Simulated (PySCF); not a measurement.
This script is equivalent to a calculation on Ga²⁺ (gallium, charge +2).

```python
from pyscf import gto, scf, dft, mp, cc
import basis_set_exchange as bse
mol = gto.M(atom="Ga 0 0 0", charge=2, spin=1, symmetry="D2h",
            basis=gto.basis.parse(bse.get_basis("6-31G*", elements=["Ga"], fmt="nwchem", header=False)))
mf = dft.UKS(mol, xc="TPSS")
mf.irrep_nelec = {'Ag': (6, 5), 'B1g': (1, 1), 'B2g': (1, 1), 'B3g': (1, 1), 'B1u': (2, 2), 'B2u': (2, 2), 'B3u': (2, 2)}
mf.kernel()
```

Q: What total energy does it give?

A: -1923.549 hartree (calculated).

Q: Which occupied shell lies highest, and where?

A: 4s α, at -26.218 eV.

Q: What is ⟨S²⟩, and what would a pure spin state give?

A: 0.751, against 0.75.
